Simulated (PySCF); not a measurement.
Working out the ionisation energy of Cr²⁺

Cr²⁺ [Ar] 3d4 (5D) → Cr³⁺ [Ar] 3d3 (4F). All numbers are calculated (PySCF 2.14, no relativity, point nucleus, in def2-SVP). Frozen: [Ar]. Energies in hartree (1 hartree = 27.21139 eV):

```json
{"part": "UHF", "Cr²⁺ (lower)": "-1042.419866", "Cr³⁺ (upper)": "-1041.286611"}
{"part": "MP2 opposite-spin", "Cr²⁺ (lower)": "0.000000", "Cr³⁺ (upper)": "0.000000"}
{"part": "MP2 same-spin", "Cr²⁺ (lower)": "-0.019570", "Cr³⁺ (upper)": "-0.006522"}
```

Q: What does Hartree-Fock give?

A: (-1041.286611) − (-1042.419866) = 1.133255 hartree = 30.837 eV.

Q: What do MP2 and SCS-MP2 (6/5 opposite-spin, 1/3 same-spin) give?

A: The opposite-spin parts differ by 0.000 eV and the same-spin parts by 0.355 eV. MP2: 30.837 + (0.000) + (0.355) = 31.192 eV. SCS-MP2: 30.837 + 1.2 × (0.000) + (0.355)/3 = 30.955 eV.

Reference: 30.959 ± 0.025 eV (measured; NIST Atomic Spectra Database, ionization energies), between the lowest levels; spin-orbit coupling is absent from the calculation.

The calculation is non-relativistic.

A double-zeta basis recovers only part of the correlation energy.

What remains against the reference includes basis incompleteness, the frozen core and correlation beyond second order.
